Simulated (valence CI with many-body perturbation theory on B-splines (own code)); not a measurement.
Values are calculated unless marked as measured or tabulated.
Energy levels of Rb XXXIII

Method: configuration interaction combined with many-body perturbation theory (CI+MBPT): three valence electrons over a frozen Dirac-Fock core [He], radial functions for each j: 11 s, 11 p, 9 d, 7 f, 5 g, 2 h, 1 i, with the one-electron correlation potential Σ1 (screened to all orders), the two-electron term Σ2, the three-electron term Σ3, Breit, model QED; selected single and double excitations, second order for the rest (own B-spline code, finite nucleus).

No measured spectrum was set against this ion. As an estimate, large intervals hold to a few tenths of a per cent, small ones and those within an open d or f shell to about a per cent.

Levels 91 to 97 of 97, with energies above the lowest level, (2s^2 2p1/2) J=1/2. "Leading %" is the weight of the configuration and term that name the level; weights of strongly mixed levels are sums over their largest components and can fall short. In the jj column 3d3/2^4 stands for four electrons in 3d with j = 3/2.

```tsv
No.	Configuration	Term	J	E (eV)	Leading %	g	Second component	Leading jj
91	2p²3s	²D	5/2	2558.4	46	1.391	46 % 2p²3s ⁴P	2p3/2^2 3s (89 %)
92	2p²3d	⁴F	7/2	2559.9	65	1.266	27 % 2p²3d ⁴D	2p1/2 2p3/2 3d5/2 (89 %)
93	2p²3p	²P°	1/2	2560.7	81	0.727	9 % 2p²3p ²S°	2p1/2 2p3/2 3p3/2 (92 %)
94	2p²3s	²P	3/2	2564.5	42	1.145	34 % 2p²3s ²D	2p3/2^2 3s (82 %)
95	2p²3d	²F	7/2	2564.8	43	1.152	24 % 2p²3d ⁴D	2p1/2 2p3/2 3d3/2 (75 %)
96	2p²3d	²F	5/2	2567.5	39	1.210	36 % 2p²3d ⁴P	2p1/2 2p3/2 3d5/2 (80 %)
97	2p²3d	⁴D	3/2	2568.7	36	1.190	25 % 2p²3d ²P	2p1/2 2p3/2 3d5/2 (73 %)
```
